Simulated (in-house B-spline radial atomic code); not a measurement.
Configurations of neutral vanadium, with energies counted from [Ar] 3d3 4s2. Method: scalar-relativistic (X2C) Hartree-Fock, spin-polarised, averaged over the determinants with the given up and down occupations, Fermi nucleus of rms radius 3.6002 fm. Calculated with a radial B-spline atomic code at the basis-set limit. Shells without spins written out take the highest spin.

Occupations are held fixed; configurations that lie above the ionisation limit could autoionise.

```csv
configuration,E - E(ref) (eV),highest orbital,its <r> (bohr)
[Ar] 3d3 4s1 5f1,5.1854,5f up,31.39
[Ar] 3d2 4s2 5s1,7.9678,5s up,8.97
[Ar] 3d2 4s2 4f1,9.4796,4f up,17.94
[Ne] 3s2 3p5 3d4 4s2,34.866,4s down,3.818
[Ne] 3s2 3p5 3d3 4s2 4f1,46.115,4f up,17.94
```

Task: Order these further configurations by energy, lowest first.
A. [Ar] 3d2 4s2 5f1
B. [Ne] 3s2 3p(2 up, 3 down) 3d(1 up, 3 down) 4s2
C. [Ne] 3s2 3p5 3d3 4s2 4p1
D. [Ar] 3d(1 up, 2 down) 4s2
E. [Ar] 3d3 4s1 4f1

Result: D (2.0092 eV), E (4.879 eV), A (9.786 eV), B (40.237 eV), C (41.87 eV).

Task: How far above the reference does [Ar] 3d3 4s1 4p1 lie?

Result: 1.111 eV; its least bound orbital is 4p up with <r> = 4.34 bohr.
